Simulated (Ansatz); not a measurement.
Species: C₃H₉Al, SMILES `[CH3][Al]([CH3])[CH3]` (charge 0, multiplicity 1), formula C3H9Al.

**Question.** How many basis functions does Ansatz (a program for electronic structure) with frozen-core CCSD(T)/def2-TZVPP // B3LYP-D3(BJ)/def2-TZVP use, how many core orbitals are frozen, and how many electrons are correlated?

**Answer.** 261 basis functions and 8 frozen orbitals, which leaves 24 correlated electrons. Core time is of the order of minutes.
